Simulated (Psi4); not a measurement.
F2OS, charge +1, doublet, at a GFN2-xTB geometry (a state made from the parent by changing its charge; the spin is typed, not shown lowest).

Input for Psi4:
```
memory 2 GB

molecule mol {
1 2
  O     1.412777   -0.152744   -0.328451
  S     0.175328   -0.006149    0.328915
  F    -0.664628    1.263810   -0.187633
  F    -0.902868   -1.117107   -0.105148
}

set basis sto-3g
set reference uks

energy('blyp')
print_variables()
```

What does this run give for the <S^2>, total energy, number of basis functions?


The <S^2> comes out as 0.754. The total energy is -664.1629 Eh. The number of basis functions is 24.

These values belong to the state on which the SCF converged, which isn't shown to be the lowest.
